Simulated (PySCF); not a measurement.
[MoCl6]3-: Mo(III) (d3), charge -3. The structure is a PBE0-D3(BJ)/def2-SVP, IEF-PCM water geometry optimised for multiplicity 4; coordination octahedral, point group Oh, metal–donor distances 2.49 Å.

The d shell alone is too small an active space for [MoCl6]3- (an active orbital has only 0.70 squared overlap with the free ion's shell): its levels, fitted parameters, g values and moments show what this model gives and aren't sound predictions.

```
7

Mo    0.000    0.000    0.000
Cl    0.000    0.000    2.493
Cl    0.000    0.000   -2.493
Cl    2.493    0.000    0.000
Cl   -2.493    0.000    0.000
Cl    0.000    2.493    0.000
Cl    0.000   -2.493    0.000
```

Method (PySCF 2.14, density fitting): CASSCF(3,5) with orbitals averaged over all microstates of the shell, strongly contracted NEVPT2 on the averaged canonical orbitals; basis x2c-TZVPall; spin-free X2C; IEF-PCM water; spin-orbit coupling by state interaction with the mean-field operator over all roots.

(1) Which term lies lowest, and with what spin?

(2) Where do the spin-allowed transitions within the shell lie?

(3) Which is the lowest state of another spin?

(4) Give the fitted ligand-field and repulsion parameters.

(5) What are the magnetic parameters?

No frequencies were computed for the optimised geometry. Charge-transfer states lie outside this active space and may come lower than some of these levels. NEVPT2 on the d shell alone tends to put d–d bands too high for such charged or covalently bound ions.

The job took 62 s on one thread of Arm Neoverse V1 (shared host), with 285 basis functions and a peak of 1.1 GiB, launched as `OMP_NUM_THREADS=1 python lf_run.py task.json out`.

Results:

(1) 4A2g (S = 3/2, orbital degeneracy 1), with 3.0 electrons in the lower (t2g-type) set and 0.0 in the upper (eg-type) set, by NEVPT2.

(2) By NEVPT2: 4T2g at 19840 cm⁻¹ (504 nm); 4T1g at 25182 cm⁻¹ (397 nm); 4T1g at 41309 cm⁻¹ (242 nm). All are electric-dipole forbidden at this geometry.

(3) 2Eg at 11696 cm⁻¹ by NEVPT2; CASSCF alone puts it at 13410 cm⁻¹ above the same ground state.

(4) At CASSCF level (the NEVPT2 levels don't fit a ligand-field model well): orbital energies 0, 0, 0, 17532, 17532 cm⁻¹; 10Dq = 17532 cm⁻¹; B = 651 cm⁻¹; C = 2625 cm⁻¹; B over its free-ion value at the same level 0.798; rms of the fit 356 cm⁻¹; ζ = 665 cm⁻¹ (free ion 788).

(5) The ground multiplet follows a spin Hamiltonian with S = 3/2, g = 1.933, 1.933, 1.933, D = 0 (spin-orbit part alone); the lowest levels hold 100 % of the spin-free ground state. μeff is 3.76 μB at 300 K and 3.74 μB at 10 K; the spin-only value is 3.88 μB.
